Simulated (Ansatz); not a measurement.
Ansatz (an electronic-structure program) input file for F₂GeH₂Se₂, SMILES [Ge]([SeH])([F])([F])[SeH], B3LYP-D3(BJ)/def2-SVP. 

Ansatz 0.2 input:
```yaml
crystal:
  periodic: [false, false, false]
  atoms:
    - {symbol: F, position_ang: [-1.13260046, -1.70288570, 0.64751943]}
    - {symbol: Ge, position_ang: [-0.46948784, -0.15161304, 0.09558374]}
    - {symbol: F, position_ang: [-2.03129343, 0.68755380, -0.01143901]}
    - {symbol: Se, position_ang: [0.42713331, -0.53403839, -2.07350793]}
    - {symbol: Se, position_ang: [0.75370975, 0.91031748, 1.83738663]}
    - {symbol: H, position_ang: [1.33595163, 0.59020119, -1.93926239]}
    - {symbol: H, position_ang: [2.01404005, 0.60591450, 1.18398322]}
basis:
  gaussian:
    orbitals: def2-SVP
hamiltonian:
  xc: b3lyp
  dispersion: d3bj
relax: {f_tol: 0.002, max_steps: 200}
```

Output:

```
WARN ansatz: RAYON_NUM_THREADS=2 ignored (pool sized by the plan → 2); use --threads N
Functional definition: B3LYP
integrals: 0.10 GiB planned
1375 factors; integrals over basis functions are off by at most 2.9e-4 eV
mean field: 1.34 GiB planned
mean field evaluation 1: about -192658.8034 eV, gradient 5.1e1 eV
mean field evaluation 2: about -192645.9900 eV, gradient 1.0e2 eV
mean field evaluation 4: about -192662.8176 eV, gradient 3.6e0 eV
mean field evaluation 8: about -192662.8455 eV, gradient 4.6e-2 eV
mean field -192662.84548657 eV, -7080.2289800643 hartree, gradient 5.7e-5 eV, S^2 0.000000; 0 other end points of the search recorded, 0 dependent functions left out
the calculation of the forces begins
reference -192662.84571658 eV, -7080.2289885172 hartree; 60, 60 occupied and 74, 74 virtual orbitals, 1375 factors
relax step   1: F+E_penalty+E_count = -192663.21812259 eV  Δ(F+E_penalty+E_count) = +0.000e0 eV  max|allowed force component| = 1.415e0 eV/Å  Δτ_max = 0.0000 Å  (25 SCF iters, accepted)
these checks for a lower state are left out or cut short: starts, cluster_reference, orbital_swaps, neighbouring_geometries, increment
integrals: 0.10 GiB planned
1375 factors; integrals over basis functions are off by at most 3.3e-4 eV
mean field: 1.34 GiB planned
mean field evaluation 16: about -192662.8083 eV, gradient 8.4e0 eV
[...]
relax step   5: F+E_penalty+E_count = -192663.35494469 eV  Δ(F+E_penalty+E_count) = -2.107e-2 eV  max|allowed force component| = 4.246e-2 eV/Å  Δτ_max = 0.0825 Å  (29 SCF iters, accepted)
these checks for a lower state are left out or cut short: starts, cluster_reference, orbital_swaps, neighbouring_geometries, increment
integrals: 0.10 GiB planned
1375 factors; integrals over basis functions are off by at most 3.4e-4 eV
mean field: 1.33 GiB planned
mean field -192662.96798578 eV, -7080.2334818274 hartree, gradient 8.4e-5 eV, S^2 0.000000; 0 other end points of the search recorded, 0 dependent functions left out
the calculation of the forces begins
reference -192662.96821215 eV, -7080.2334901464 hartree; 60, 60 occupied and 74, 74 virtual orbitals, 1375 factors
relax step   6: F+E_penalty+E_count = -192663.35734855 eV  Δ(F+E_penalty+E_count) = -2.404e-3 eV  max|allowed force component| = 6.485e-2 eV/Å  Δτ_max = 0.0386 Å  (26 SCF iters, accepted)
these checks for a lower state are left out or cut short: starts, cluster_reference, orbital_swaps, neighbouring_geometries, increment
integrals: 0.10 GiB planned
1375 factors; integrals over basis functions are off by at most 3.4e-4 eV
mean field: 1.33 GiB planned
mean field -192662.97104004 eV, -7080.2335940692 hartree, gradient 8.6e-5 eV, S^2 0.000000; 0 other end points of the search recorded, 0 dependent functions left out
the calculation of the forces begins
reference -192662.97126665 eV, -7080.2336023970 hartree; 60, 60 occupied and 74, 74 virtual orbitals, 1375 factors
relax step   7: F+E_penalty+E_count = -192663.35992175 eV  Δ(F+E_penalty+E_count) = -2.573e-3 eV  max|allowed force component| = 7.158e-2 eV/Å  Δτ_max = 0.0417 Å  (26 SCF iters, accepted)
these checks for a lower state are left out or cut short: starts, cluster_reference, orbital_swaps, neighbouring_geometries, increment
integrals: 0.10 GiB planned
1375 factors; integrals over basis functions are off by at most 3.4e-4 eV
mean field: 1.33 GiB planned
mean field -192662.97612334 eV, -7080.2337808770 hartree, gradient 8.6e-5 eV, S^2 0.000000; 0 other end points of the search recorded, 0 dependent functions left out
the calculation of the forces begins
reference -192662.97635049 eV, -7080.2337892249 hartree; 60, 60 occupied and 74, 74 virtual orbitals, 1375 factors
relax step   8: F+E_penalty+E_count = -192663.36344697 eV  Δ(F+E_penalty+E_count) = -3.525e-3 eV  max|allowed force component| = 1.027e-1 eV/Å  Δτ_max = 0.0658 Å  (26 SCF iters, accepted)
these checks for a lower state are left out or cut short: starts, cluster_reference, orbital_swaps, neighbouring_geometries, increment
integrals: 0.10 GiB planned
1375 factors; integrals over basis functions are off by at most 3.4e-4 eV
mean field: 1.33 GiB planned
mean field -192662.97569936 eV, -7080.2337652961 hartree, gradient 9.0e-6 eV, S^2 0.000000; 0 other end points of the search recorded, 0 dependent functions left out
the calculation of the forces begins
reference -192662.97592739 eV, -7080.2337736763 hartree; 60, 60 occupied and 74, 74 virtual orbitals, 1375 factors
relax step   9: F+E_penalty+E_count = -192663.36005879 eV  Δ(F+E_penalty+E_count) = +3.388e-3 eV  max|allowed force component| = 4.345e-1 eV/Å  Δτ_max = 0.1927 Å  (29 SCF iters, rejected (line search))
these checks for a lower state are left out or cut short: starts, cluster_reference, orbital_swaps, neighbouring_geometries, increment
integrals: 0.10 GiB planned
1375 factors; integrals over basis functions are off by at most 3.4e-4 eV
mean field: 1.33 GiB planned
mean field evaluation 64: about -192662.9494 eV, gradient 2.5e0 eV
mean field -192662.98110088 eV, -7080.2339637984 hartree, gradient 1.3e-5 eV, S^2 0.000000; 0 other end points of the search recorded, 0 dependent functions left out
the calculation of the forces begins
reference -192662.98132860 eV, -7080.2339721668 hartree; 60, 60 occupied and 74, 74 virtual orbitals, 1375 factors
relax step  10: F+E_penalty+E_count = -192663.36675017 eV  Δ(F+E_penalty+E_count) = -3.303e-3 eV  max|allowed force component| = 1.296e-2 eV/Å  Δτ_max = 0.0877 Å  (29 SCF iters, accepted)
these checks for a lower state are left out or cut short: starts, cluster_reference, orbital_swaps, neighbouring_geometries, increment
integrals: 0.10 GiB planned
1375 factors; integrals over basis functions are off by at most 3.4e-4 eV
mean field: 1.33 GiB planned
mean field -192662.98251856 eV, -7080.2340158973 hartree, gradient 1.7e-5 eV, S^2 0.000000; 0 other end points of the search recorded, 0 dependent functions left out
the calculation of the forces begins
reference -192662.98274670 eV, -7080.2340242810 hartree; 60, 60 occupied and 74, 74 virtual orbitals, 1375 factors
relax step  11: F+E_penalty+E_count = -192663.36674328 eV  Δ(F+E_penalty+E_count) = +6.890e-6 eV  max|allowed force component| = 1.335e-1 eV/Å  Δτ_max = 0.0975 Å  (29 SCF iters, rejected (line search))
these checks for a lower state are left out or cut short: starts, cluster_reference, orbital_swaps, neighbouring_geometries, increment
integrals: 0.10 GiB planned
1375 factors; integrals over basis functions are off by at most 3.4e-4 eV
mean field: 1.33 GiB planned
mean field -192662.98242779 eV, -7080.2340125613 hartree, gradient 8.4e-5 eV, S^2 0.000000; 0 other end points of the search recorded, 0 dependent functions left out
the calculation of the forces begins
reference -192662.98265579 eV, -7080.2340209401 hartree; 60, 60 occupied and 74, 74 virtual orbitals, 1375 factors
relax step  12: F+E_penalty+E_count = -192663.36719606 eV  Δ(F+E_penalty+E_count) = -4.459e-4 eV  max|allowed force component| = 2.614e-2 eV/Å  Δτ_max = 0.0478 Å  (26 SCF iters, accepted)
these checks for a lower state are left out or cut short: starts, cluster_reference, orbital_swaps, neighbouring_geometries, increment
integrals: 0.10 GiB planned
1375 factors; integrals over basis functions are off by at most 3.4e-4 eV
mean field: 1.33 GiB planned
mean field -192662.98321720 eV, -7080.2340415715 hartree, gradient 8.9e-5 eV, S^2 0.000000; 0 other end points of the search recorded, 0 dependent functions left out
the calculation of the forces begins
reference -192662.98344529 eV, -7080.2340499539 hartree; 60, 60 occupied and 74, 74 virtual orbitals, 1375 factors
relax step  13: F+E_penalty+E_count = -192663.36770065 eV  Δ(F+E_penalty+E_count) = -5.046e-4 eV  max|allowed force component| = 3.359e-3 eV/Å  Δτ_max = 0.0248 Å  (26 SCF iters, accepted)
these checks for a lower state are left out or cut short: starts, cluster_reference, orbital_swaps, neighbouring_geometries, increment
integrals: 0.10 GiB planned
1375 factors; integrals over basis functions are off by at most 3.4e-4 eV
mean field: 1.33 GiB planned
mean field -192662.98325869 eV, -7080.2340430965 hartree, gradient 1.9e-5 eV, S^2 0.000000; 0 other end points of the search recorded, 0 dependent functions left out
the calculation of the forces begins
reference -192662.98348682 eV, -7080.2340514799 hartree; 60, 60 occupied and 74, 74 virtual orbitals, 1375 factors
relax step  14: F+E_penalty+E_count = -192663.36772537 eV  Δ(F+E_penalty+E_count) = -2.472e-5 eV  max|allowed force component| = 7.413e-3 eV/Å  Δτ_max = 0.0105 Å  (24 SCF iters, accepted)
these checks for a lower state are left out or cut short: starts, cluster_reference, orbital_swaps, neighbouring_geometries, increment
integrals: 0.10 GiB planned
1375 factors; integrals over basis functions are off by at most 3.4e-4 eV
mean field: 1.33 GiB planned
mean field evaluation 96: about -192662.9836 eV, gradient 7.0e-4 eV
mean field -192662.98356183 eV, -7080.2340542367 hartree, gradient 1.0e-5 eV, S^2 0.000000; 0 other end points of the search recorded, 0 dependent functions left out
the calculation of the forces begins
reference -192662.98379002 eV, -7080.2340626225 hartree; 60, 60 occupied and 74, 74 virtual orbitals, 1375 factors
relax step  15: F+E_penalty+E_count = -192663.36775936 eV  Δ(F+E_penalty+E_count) = -3.398e-5 eV  max|allowed force component| = 6.216e-3 eV/Å  Δτ_max = 0.0119 Å  (24 SCF iters, accepted)
these checks for a lower state are left out or cut short: starts, cluster_reference, orbital_swaps, neighbouring_geometries, increment
integrals: 0.10 GiB planned
1375 factors; integrals over basis functions are off by at most 3.4e-4 eV
mean field: 1.33 GiB planned
mean field -192662.98361334 eV, -7080.2340561297 hartree, gradient 2.2e-5 eV, S^2 0.000000; 0 other end points of the search recorded, 0 dependent functions left out
the calculation of the forces begins
reference -192662.98384154 eV, -7080.2340645159 hartree; 60, 60 occupied and 74, 74 virtual orbitals, 1375 factors
relax step  16: F+E_penalty+E_count = -192663.36776212 eV  Δ(F+E_penalty+E_count) = -2.764e-6 eV  max|allowed force component| = 3.089e-3 eV/Å  Δτ_max = 0.0014 Å  (20 SCF iters, accepted)
these checks for a lower state are left out or cut short: starts, cluster_reference, orbital_swaps, neighbouring_geometries, increment
integrals: 0.10 GiB planned
1375 factors; integrals over basis functions are off by at most 3.4e-4 eV
mean field: 1.33 GiB planned
mean field -192662.98363186 eV, -7080.2340568100 hartree, gradient 1.2e-5 eV, S^2 0.000000; 0 other end points of the search recorded, 0 dependent functions left out
the calculation of the forces begins
reference -192662.98386006 eV, -7080.2340651963 hartree; 60, 60 occupied and 74, 74 virtual orbitals, 1375 factors
relax step  17: F+E_penalty+E_count = -192663.36776284 eV  Δ(F+E_penalty+E_count) = -7.215e-7 eV  max|allowed force component| = 1.396e-3 eV/Å  Δτ_max = 0.0004 Å  (20 SCF iters, accepted)
integrals: 0.10 GiB planned
1375 factors; integrals over basis functions are off by at most 3.4e-4 eV
mean field: 1.33 GiB planned
mean field -192662.98363186 eV, -7080.2340568100 hartree, gradient 1.2e-5 eV, S^2 0.000000; 1 other end points of the search recorded, 0 dependent functions left out
the calculation of the forces begins
reference -192662.98386006 eV, -7080.2340651963 hartree; 60, 60 occupied and 74, 74 virtual orbitals, 1375 factors
Total energy: -192663.36799105 eV, -7080.2481817498 hartree
Atom 0 at    -0.994938    -1.702302     0.640846 Å, force     0.000383     0.000940    -0.000288 eV/Å
Atom 1 at    -0.472694    -0.140933     0.086885 Å, force    -0.001396    -0.000593     0.000308 eV/Å
Atom 2 at    -1.952450     0.757921    -0.053999 Å, force     0.000835    -0.000433     0.000034 eV/Å
Atom 3 at     0.544522    -0.564673    -1.980722 Å, force     0.000037    -0.000159    -0.000179 eV/Å
Atom 4 at     0.773146     1.031700     1.687543 Å, force    -0.000038     0.000212     0.000203 eV/Å
Atom 5 at     1.041350     0.824868    -2.040552 Å, force     0.000048     0.000161    -0.000049 eV/Å
Atom 6 at     1.958517     0.198869     1.400264 Å, force     0.000131    -0.000129    -0.000029 eV/Å
Dipole moment:     0.612462     0.202684    -0.126371 e Å
```

The calculation finished and met its thresholds.
